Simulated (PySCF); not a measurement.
CH9NOSi2.
Cartesian coordinates in Å at the PBE0-D3(BJ)/def2-SVP level; atoms count from 1:
```
atom  x, y, z in Å
C1     1.976   -0.249    0.399
Si2    0.614    0.273   -0.783
O3     0.112    1.854   -0.480
Si4   -1.372   -0.887   -0.355
N5    -1.939   -0.044    1.057
H6     2.283   -1.288    0.192
H7     2.869    0.391    0.312
H8     1.612   -0.202    1.437
H9     1.128    0.150   -2.189
H10    0.782    2.541   -0.552
H11   -1.137   -2.327   -0.015
H12   -2.288   -0.893   -1.551
H13   -2.816   -0.301    1.497
H14   -1.834    0.966    1.025
```

The closed-shell ground state was solved at several levels (PySCF, density fitting, gas phase, non-relativistic).

```json
{"level": "PBE/pcSseg-1", "basis functions": "144", "total energy (Eh)": "-752.0055", "HOMO (eV)": "-5.70", "LUMO (eV)": "-0.83", "gap (eV)": "4.87", "dipole (D)": "1.41"}
{"level": "BP86/pcSseg-1", "basis functions": "144", "total energy (Eh)": "-752.5767", "HOMO (eV)": "-5.82", "LUMO (eV)": "-0.87", "gap (eV)": "4.95", "dipole (D)": "1.41"}
{"level": "PBE0/cc-pVDZ", "basis functions": "123", "total energy (Eh)": "-752.1054", "HOMO (eV)": "-6.89", "LUMO (eV)": "0.31", "gap (eV)": "7.20", "dipole (D)": "1.48"}
{"level": "LC-wPBE/pcSseg-1", "basis functions": "144", "total energy (Eh)": "-752.2397", "HOMO (eV)": "-9.86", "LUMO (eV)": "2.28", "gap (eV)": "12.14", "dipole (D)": "1.30"}
{"level": "B97-2/pcSseg-1", "basis functions": "144", "total energy (Eh)": "-752.4781", "HOMO (eV)": "-6.85", "LUMO (eV)": "0.05", "gap (eV)": "6.90", "dipole (D)": "1.31"}
{"level": "CAM-B3LYP/pcSseg-1", "basis functions": "144", "total energy (Eh)": "-752.4553", "HOMO (eV)": "-8.47", "LUMO (eV)": "1.07", "gap (eV)": "9.54", "dipole (D)": "1.31"}
{"level": "PBE0/def2-TZVP", "basis functions": "221", "total energy (Eh)": "-752.2108", "HOMO (eV)": "-7.16", "LUMO (eV)": "-0.19", "gap (eV)": "6.97", "dipole (D)": "1.34"}
{"level": "KT2/pcSseg-1", "basis functions": "144", "total energy (Eh)": "-760.2206", "HOMO (eV)": "-5.80", "LUMO (eV)": "-1.01", "gap (eV)": "4.79", "dipole (D)": "1.32"}
{"level": "OPBE/pcSseg-1", "basis functions": "144", "total energy (Eh)": "-752.3434", "HOMO (eV)": "-5.70", "LUMO (eV)": "-0.64", "gap (eV)": "5.06", "dipole (D)": "1.39"}
{"level": "BLYP/pcSseg-1", "basis functions": "144", "total energy (Eh)": "-752.4467", "HOMO (eV)": "-5.56", "LUMO (eV)": "-0.70", "gap (eV)": "4.86", "dipole (D)": "1.39"}
```

Question: What might PBE0/IGLO-III (283 basis functions) give for the same quantities?

Answer: Total energy -752.2176 Eh, HOMO -7.18 eV, LUMO -0.21 eV, gap 6.97 eV, dipole 1.26 D.

Question: Over all these levels, which gives the widest orbital gap and which the narrowest?

Answer: LC-wPBE/pcSseg-1 (range-separated hybrid) has the widest, 12.14 eV, and KT2/pcSseg-1 (GGA) the narrowest, 4.79 eV. The two share the basis. From the narrowest to the widest the HOMO moves by -4.06 eV and the LUMO by +3.29 eV.

Question: How much does the basis alone move the frontier levels among the 3 PBE0 rows (the withheld one included)?

Answer: The HOMO by 0.29 eV and the LUMO by 0.52 eV. By rising basis size (HOMO, LUMO in eV): cc-pVDZ -6.89, 0.31; def2-TZVP -7.16, -0.19; IGLO-III -7.18, -0.21.

Question: How far do the dipole and the HOMO energy spread over the levels?

Answer: The dipole runs from 1.26 to 1.48 D (mean 1.36 D) and the HOMO from -9.86 to -5.56 eV.

One conformer stands for the species.
